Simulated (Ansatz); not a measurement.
## The atomisation energy (no zero-point term) down a group: O to Se

Gas-phase molecules, one atom swapped for its congeners: GeH(CH3)(OH)F; GeH(CH3)(SH)F; GeH(CH3)(SeH)F. All are singlets with charge 0.

Shapes, held fixed at every level: PBE0-D4/def2-TZVP. Flexible molecules stand in one conformer, not always the lowest. Programs: Ansatz 0.2.0. Values in eV.

```
             level  GeH(CH3)(OH)F  GeH(CH3)(SeH)F
       HF/def2-SVP          24.00           22.24
  SPW92/def2-TZVPP          38.15           35.00
      MP2/def2-SVP          31.87           29.03
    MP2/def2-TZVPP          33.37           30.42
  CCSD(T)/def2-SVP          31.34           28.77
   CCSD/def2-TZVPP          32.31           29.66
CCSD(T)/def2-TZVPP          32.78           30.11
```

Task: Estimate the column for GeH(CH3)(SH)F from its neighbours.

Result: The mean of the neighbours at CCSD(T)/def2-TZVPP is 31.45 eV, against 30.76 from the run: the member lies nearer Se. All rows: HF/def2-SVP 22.84; SPW92/def2-TZVPP 35.72; MP2/def2-SVP 29.66; MP2/def2-TZVPP 31.12; CCSD(T)/def2-SVP 29.39; CCSD/def2-TZVPP 30.31; CCSD(T)/def2-TZVPP 30.76 eV. At CCSD(T)/def2-TZVPP the atomisation energy falls at every step, from 32.78 to 30.11 eV. Every level shows the same order. Relativity is left out for Ge, Se. Outer-core shells of Ge, Se are correlated, in sets that cover them unevenly. Spin-orbit coupling, which grows down the group, is left out (summed over each molecule's free atoms 0.15, 0.16, 0.26 eV). Coupled cluster in double- or triple-zeta sets underbinds by a few per cent against its basis-set limit. CCSD also lacks the triples, which bind further.
